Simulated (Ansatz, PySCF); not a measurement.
Process, species as SMILES: C=CC(=C)C[SiH3] [2-methylidenebut-3-enylsilane] + 4 C (CH4) -> 2 C=C (C2H4) [ethene] + 2 CC (C2H6) [ethane] + C[SiH3] [methylsilane]
Structures are relaxed separately at B3LYP-D3(BJ)/def2-TZVP in Ansatz (an electronic-structure program), one conformer each, not searched for the lowest. Frequencies are from Ansatz or PySCF. Unstable Hartree-Fock reference: C=CC(=C)C[SiH3].
Geometry of the first species:
SMILES: C=CC(=C)C[SiH3]
```xyz
16

C     -1.4169     1.6306    -0.8536
C     -1.5719     0.3150    -0.7037
C     -0.5087    -0.6746    -0.5258
C     -0.8329    -1.9673    -0.3892
C      0.9217    -0.2149    -0.4668
Si     1.4438     0.3647     1.2570
H     -2.2720     2.2804    -0.9814
H     -0.4460     2.1076    -0.8502
H     -2.5777    -0.0937    -0.7120
H     -1.8658    -2.2903    -0.4027
H     -0.0794    -2.7331    -0.2582
H      1.1074     0.5896    -1.1818
H      1.5878    -1.0366    -0.7382
H      0.5702     1.4515     1.7527
H      2.8417     0.8616     1.2100
H      1.3737    -0.7764     2.1991
```

Wanted: bond separation energy (enthalpy at 298 K, with B3LYP-D3(BJ) rigid-rotor harmonic-oscillator terms), in eV. Cores are frozen in the correlated levels unless marked. No spin-orbit coupling. Non-relativistic. CBS marks a two-point X^-3 extrapolation of the correlation energy; Hartree-Fock from the larger set. [CCSD(T)-MP2]/basis is that difference in the basis named.

| level | program | bond separation energy (eV) |
|---|---|---|
| r2SCAN-D4/def2-TZVPD | Ansatz + dftd4 | [?] |
| SCS-MP2/cc-pV(T+d)Z | Ansatz | 0.85 |
| CCSD/6-31G* | Ansatz | [?] |
| RI-MP2/CBS(cc-pV(T+d)Z,cc-pV(Q+d)Z)+[CCSD(T)-MP2]/cc-pV(T+d)Z | Ansatz | 0.86 |

### Question
What belongs in the gaps?

### Answer

- r2SCAN-D4/def2-TZVPD, bond separation energy (eV): 0.99
- CCSD/6-31G*, bond separation energy (eV): 0.77
